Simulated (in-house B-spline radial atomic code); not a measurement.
Excitations of the lead ion Pb²⁺ by several methods

Full response, energies in eV; labels give the largest channel, * marks a mixed state, a dash one above the method's threshold, and an imaginary frequency an unstable closed-shell reference. Computed with a B-spline radial code for spherical atoms: linear response of the closed shell [Xe] 4f14 5d10 6s2 with each method's own kernel (bare exchange for TDHF, static screening on G0W0 levels for BSE, the adiabatic kernel for functionals); scalar-relativistic (spin-free one-electron X2C), finite nucleus, no spin-orbit coupling, no double excitations, S, P, D and F terms only; shells from n = 4 respond. Only terms of natural parity with L up to 3 were computed.

Spin-orbit coupling is strong here, so these LS terms don't match observed levels.

```json
{"method": "TDHF", "6s → 6p 3P": "7.191", "6s → 6p 1P": "10.548", "6s → 7s 3S": "17.080", "α (bohr³)": "15.6"}
{"method": "BSE on G0W0@HF", "6s → 6p 3P": "8.905", "6s → 6p 1P": "11.722", "6s → 7s 3S": "18.746", "α (bohr³)": "13.57"}
{"method": "LDA VWN5", "6s → 6p 3P": "9.521", "6s → 6p 1P": "11.744", "6s → 7s 3S": "18.671", "α (bohr³)": "13.05"}
{"method": "PBE", "6s → 6p 3P": "9.245", "6s → 6p 1P": "11.626", "6s → 7s 3S": "18.013", "α (bohr³)": "13.32"}
{"method": "PBE0", "6s → 6p 3P": "8.874", "6s → 6p 1P": "11.401", "6s → 7s 3S": "18.008", "α (bohr³)": "13.77"}
{"method": "B3LYP (VWN-RPA)", "6s → 6p 3P": "9.066", "6s → 6p 1P": "11.479", "6s → 7s 3S": "18.146", "α (bohr³)": "13.52"}
{"method": "CAM-B3LYP", "6s → 6p 3P": "8.860", "6s → 6p 1P": "11.314", "6s → 7s 3S": "18.094", "α (bohr³)": "13.72"}
{"method": "LC-wPBE", "6s → 6p 3P": "8.472", "6s → 6p 1P": "11.094", "6s → 7s 3S": "18.037", "α (bohr³)": "14.15"}
{"method": "wB97X", "6s → 6p 3P": "?", "6s → 6p 1P": "?", "6s → 7s 3S": "?", "α (bohr³)": "?"}
{"method": "HSE06", "6s → 6p 3P": "8.891", "6s → 6p 1P": "11.383", "6s → 7s 3S": "18.090", "α (bohr³)": "13.77"}
{"method": "BHandHLYP", "6s → 6p 3P": "?", "6s → 6p 1P": "?", "6s → 7s 3S": "?", "α (bohr³)": "?"}
{"method": "BLYP", "6s → 6p 3P": "9.297", "6s → 6p 1P": "11.636", "6s → 7s 3S": "18.062", "α (bohr³)": "13.2"}
{"method": "PBEsol", "6s → 6p 3P": "9.257", "6s → 6p 1P": "11.662", "6s → 7s 3S": "18.217", "α (bohr³)": "13.28"}
{"method": "BP86", "6s → 6p 3P": "9.250", "6s → 6p 1P": "11.627", "6s → 7s 3S": "18.456", "α (bohr³)": "13.32"}
{"method": "LDA exchange-only", "6s → 6p 3P": "8.875", "6s → 6p 1P": "11.552", "6s → 7s 3S": "17.602", "α (bohr³)": "13.34"}
{"method": "B97-1", "6s → 6p 3P": "9.454", "6s → 6p 1P": "11.441", "6s → 7s 3S": "17.994", "α (bohr³)": "13.67"}
{"method": "RPBE", "6s → 6p 3P": "9.166", "6s → 6p 1P": "11.588", "6s → 7s 3S": "17.752", "α (bohr³)": "13.44"}
{"method": "OLYP", "6s → 6p 3P": "9.096", "6s → 6p 1P": "11.646", "6s → 7s 3S": "17.522", "α (bohr³)": "13.37"}
```

**Question.** What does wB97X give?

**Answer.** 6s → 6p 3P: 9.306; 6s → 6p 1P: 11.051; 6s → 7s 3S: 18.099; α: 14.14 (eV, bohr³).

**Question.** What does BHandHLYP give?

**Answer.** 6s → 6p 3P: 8.594; 6s → 6p 1P: 11.196; 6s → 7s 3S: 17.964; α: 14.09 (eV, bohr³).
